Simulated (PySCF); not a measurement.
**How the functional moves excitation energies**

Species: C₃H₈AlBr.
SMILES: `C[CH](C)[AlH][Br]`

Linear-response calculations in the def2-SVPD basis (PySCF; singlets by full response, triplets Tamm–Dancoff, core orbitals frozen in the response; HF means time-dependent Hartree–Fock). 'Strongest' is the level of largest summed f among the singlets computed (10 roots, of which the last may lack a degenerate partner); it can jump between rows when another state enters that window. S1 is the lowest singlet of each run and needn't be the same state throughout; f(S1) is that of one state. The structure is a single PBE0-D3(BJ)/def2-SVP conformer in the gas phase; no vibrational or solvent corrections. The LDA/def2-SVPD calculation is non-relativistic and has no spin–orbit coupling, an omission that weighs most on bromine.

```json
{"functional": "LDA", "kind": "LDA", "S1 (eV)": "4.07", "f(S1)": "0.001", "strongest (eV)": "5.57", "T1 (eV)": "3.85", "HOMO (eV)": "-6.34", "gap (eV)": "3.96", "ionisation energy, ΔSCF (eV)": "9.07"}
{"functional": "PBE", "kind": "GGA", "S1 (eV)": "4.22", "f(S1)": "0.001", "strongest (eV)": "5.65", "T1 (eV)": "3.94", "HOMO (eV)": "-6.26", "gap (eV)": "4.13", "ionisation energy, ΔSCF (eV)": "8.96"}
{"functional": "B3LYP", "kind": "global hybrid, 20% exact exchange", "S1 (eV)": "4.63", "f(S1)": "0.001", "strongest (eV)": "6.13", "T1 (eV)": "4.36", "HOMO (eV)": "-7.27", "gap (eV)": "5.71", "ionisation energy, ΔSCF (eV)": "9.29"}
{"functional": "PBE0", "kind": "global hybrid, 25% exact exchange", "S1 (eV)": "4.72", "f(S1)": "0.001", "strongest (eV)": "6.31", "T1 (eV)": "4.40", "HOMO (eV)": "-7.46", "gap (eV)": "6.09", "ionisation energy, ΔSCF (eV)": "9.30"}
{"functional": "BHandHLYP", "kind": "global hybrid, 50% exact exchange", "S1 (eV)": "5.17", "f(S1)": "0.001", "strongest (eV)": "7.82", "T1 (eV)": "4.85", "HOMO (eV)": "-8.59", "gap (eV)": "8.01", "ionisation energy, ΔSCF (eV)": "9.47"}
{"functional": "wB97X-D", "kind": "range-separated hybrid", "S1 (eV)": "4.97", "f(S1)": "0.000", "strongest (eV)": "7.80", "T1 (eV)": "4.71", "HOMO (eV)": "-9.30", "gap (eV)": "9.63", "ionisation energy, ΔSCF (eV)": "9.48"}
{"functional": "LC-wPBE", "kind": "range-separated hybrid", "S1 (eV)": "5.28", "f(S1)": "0.000", "strongest (eV)": "8.23", "T1 (eV)": "4.87", "HOMO (eV)": "-10.10", "gap (eV)": "10.76", "ionisation energy, ΔSCF (eV)": "9.69"}
{"functional": "HF", "kind": "Hartree–Fock", "S1 (eV)": "5.96", "f(S1)": "0.000", "strongest (eV)": "8.71", "T1 (eV)": "5.44", "HOMO (eV)": "-10.35", "gap (eV)": "11.69", "ionisation energy, ΔSCF (eV)": "not settled"}
```

**Question.** What does CAM-B3LYP (range-separated hybrid) give?

**Answer.** S1 (eV) 4.92, f(S1) 0.000, strongest (eV) 7.63, T1 (eV) 4.61, HOMO (eV) -8.79, gap (eV) 8.35, ionisation energy, ΔSCF (eV) 9.52. S1 runs from 4.07 eV (LDA) to 5.96 eV (HF), a spread of 1.89 eV, while the orbital gap spreads over 7.7 eV. Along PBE (0%), B3LYP (20%), PBE0 (25%), BHandHLYP (50%), HF (100%) S1 rises with the share of exact exchange. −ε(HOMO) comes closest to its own ΔSCF ionisation energy with wB97X-D (-0.18 eV) and misses most with LDA (-2.73 eV). 'Not settled' means that the ion's SCF failed to converge or may have ended in another state than the lowest.
